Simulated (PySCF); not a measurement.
# Magnetisability: SMILES B[AsH]CCC, C3H10AsB

Molfile (atoms numbered from 1):
```
C3H10AsB
     RDKit          3D

 15 14  0  0  0  0  0  0  0  0999 V2000
    2.5413   -0.7731   -0.3996 B   0  0  0  0  0  0  0  0  0  0  0  0
    1.6536    0.9697   -0.1901 As  0  0  0  0  0  3  0  0  0  0  0  0
   -0.2015    0.6976   -0.7884 C   0  0  0  0  0  0  0  0  0  0  0  0
   -0.9976   -0.3645   -0.0440 C   0  0  0  0  0  0  0  0  0  0  0  0
   -2.4344   -0.4724   -0.5351 C   0  0  0  0  0  0  0  0  0  0  0  0
    3.4438   -1.0777    0.3418 H   0  0  0  0  0  0  0  0  0  0  0  0
    2.3062   -1.4444   -1.3769 H   0  0  0  0  0  0  0  0  0  0  0  0
    1.4644    1.0430    1.3129 H   0  0  0  0  0  0  0  0  0  0  0  0
   -0.7022    1.6775   -0.7265 H   0  0  0  0  0  0  0  0  0  0  0  0
   -0.1244    0.4541   -1.8612 H   0  0  0  0  0  0  0  0  0  0  0  0
   -0.4893   -1.3382   -0.1494 H   0  0  0  0  0  0  0  0  0  0  0  0
   -0.9898   -0.1381    1.0362 H   0  0  0  0  0  0  0  0  0  0  0  0
   -2.9910   -1.2455    0.0164 H   0  0  0  0  0  0  0  0  0  0  0  0
   -2.4723   -0.7326   -1.6051 H   0  0  0  0  0  0  0  0  0  0  0  0
   -2.9726    0.4806   -0.4079 H   0  0  0  0  0  0  0  0  0  0  0  0
  1  2  1  0
  2  3  1  0
  3  4  1  0
  4  5  1  0
  1  6  1  0
  1  7  1  0
  2  8  1  0
  3  9  1  0
  3 10  1  0
  4 11  1  0
  4 12  1  0
  5 13  1  0
  5 14  1  0
  5 15  1  0
M  END
```

Computed with GIAO BHandHLYP/pcSseg-1 magnetisability, rotational g tensor and spin-rotation constants, non-relativistic, gas phase (PySCF). Geometry: PBE0-D3(BJ)/def2-SVP.

The calculation is non-relativistic, which matters for the atoms heavier than Zn.

Task: What are the magnetisability and the molar susceptibility?

Result: Isotropic -1181 × 10⁻³⁰ J/T², or -71.1 × 10⁻⁶ cm³/mol; principal values -1411, -1121, -1012 × 10⁻³⁰ J/T², anisotropy 357 × 10⁻³⁰ J/T² (root of half the summed squared differences of the principal values). The susceptibility is in cgs units.

Task: Split it along the inertial axes a, b, c into diamagnetic and paramagnetic parts about the centre of mass, with the quadrupole moment.

Result: 
```csv
axis,χ (10⁻⁶ cm³/mol),diamagnetic (10⁻⁶ cm³/mol),paramagnetic (10⁻⁶ cm³/mol),summed x² of all electrons (Å²),quadrupole Θ (D Å)
a,-79.7,-279.1,199.4,202.9,-0.88
b,-67.0,-954.0,887.0,43.8,-0.93
c,-66.7,-1046.6,980.0,22.0,+1.81
```
Anisotropies 2χaa − χbb − χcc = -25.7 and 2χbb − χaa − χcc = +12.3 × 10⁻⁶ cm³/mol. Θ is traceless in Buckingham's convention.

Task: And the rotational g tensor?

Result: 
```tsv
axis	rotational constant (GHz)	g	nuclear part	electronic part
a	7.2305	-0.0151	0.6623	-0.6773
b	1.4293	-0.0115	0.5841	-0.5956
c	1.2817	-0.0115	0.5786	-0.5901
```
Asymmetric top; isotopes 75As, 11B, 12C, 1H; no vibrational averaging.
